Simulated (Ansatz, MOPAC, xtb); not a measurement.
Diatomic F2+, multiplicity 2 (lowest of 2S+1 = 2, 4 at CCSD(T)/def2-TZVPP on PBE0 minima; our sources give no spin for the ground state, which may be another).

Seven points along R, fitted to fifth degree in 1/R; most abundant isotopes. Runs in def2 and cc sets follow the lowest solution found near the PBE0 minimum.

Run with Ansatz (Gaussian basis) for Hartree–Fock, density functionals and correlated methods; MOPAC for PM3, PM6 (differences of heats of formation); xtb for the GFN methods. Values without a source in brackets are computed. The GFN methods have no spin term and hold the electronic entropy of 300 K.

| level | r_e (Å) | ω_e (cm⁻¹) | α_e (cm⁻¹) | ω_e x_e (cm⁻¹) |
|---|---|---|---|---|
| PM3 | 1.279 | 1478 | 0.0077 | 8.0 |
| PM6 | 1.349 | 1065 | 0.014 | 13 |
| GFN1-xTB | 1.298 | 1090 | 0.011 | 6.5 |
| GFN2-xTB | 1.294 | 858 | 0.020 | 12 |
| SVWN5/def2-TZVPP | 1.291 | 1222 | 0.0100 | 7.6 |
| PBE/def2-TZVPP | 1.316 | 1152 | 0.010 | 7.7 |
| r2SCAN/def2-TZVPP | 1.298 | 1218 | 0.0097 | 7.4 |
| B97M-V/def2-TZVPP | 1.291 | 1233 | 0.0100 | 7.8 |
| B3LYP/def2-TZVPP | 1.293 | 1234 | 0.0096 | 7.3 |
| PBE0/def2-TZVPP | 1.273 | 1303 | 0.0097 | 7.5 |
| BHLYP/def2-TZVPP | 1.252 | 1393 | 0.0093 | 7.2 |
| CAM-B3LYP/def2-TZVPP | 1.278 | 1299 | 0.0093 | 7.0 |
| wB97X-V/def2-TZVPP | 1.276 | 1317 | 0.0092 | 7.0 |
| wB97M-V/def2-TZVPP | 1.278 | 1310 | 0.0092 | 7.0 |
| B2PLYP/def2-TZVPP | 1.317 | 1072 | 0.014 | 12 |
| CCSD/aug-cc-pVTZ | 1.290 | 1223 | 0.010 | 8.0 |
| CCSD/def2-TZVPP | 1.289 | 1224 | 0.010 | 8.0 |
| CCSD/aug-cc-pVQZ | 1.284 | 1232 | 0.011 | 8.0 |
| CCSD/def2-QZVPP | 1.283 | 1233 | 0.011 | 8.1 |
| CCSD(T)/aug-cc-pVTZ | 1.314 | 1116 | 0.011 | 9.0 |
| CCSD(T)/def2-TZVPP | 1.312 | 1116 | 0.012 | 8.9 |
| CCSD(T)/aug-cc-pVQZ | 1.308 | 1120 | 0.012 | 9.0 |
| CCSD(T)/def2-QZVPP | 1.307 | 1122 | 0.012 | 9.1 |
| CCSD(T)/CBS(aug-cc-pVTZ, aug-cc-pVQZ) | 1.305 | 1127 | 0.012 | 9.0 |
| CCSD(T)/CBS(def2-TZVPP, def2-QZVPP) | 1.304 | 1130 | 0.012 | 9.2 |

Frozen-core correlation. CBS(a, b) extrapolates the correlation energy as X⁻³ and adds the Hartree–Fock energy of set b. The state that PM3, PM6 reach isn't checked.

Doubts at one or more of the structures used: other coupled-cluster roots lie near (CCSD/aug-cc-pVTZ, CCSD/def2-TZVPP, CCSD/aug-cc-pVQZ, CCSD/def2-QZVPP, CCSD(T)/aug-cc-pVTZ, CCSD(T)/def2-TZVPP, CCSD(T)/aug-cc-pVQZ, CCSD(T)/def2-QZVPP, CCSD(T)/CBS(aug-cc-pVTZ, aug-cc-pVQZ), CCSD(T)/CBS(def2-TZVPP, def2-QZVPP)).

Ansatz is an electronic-structure program.
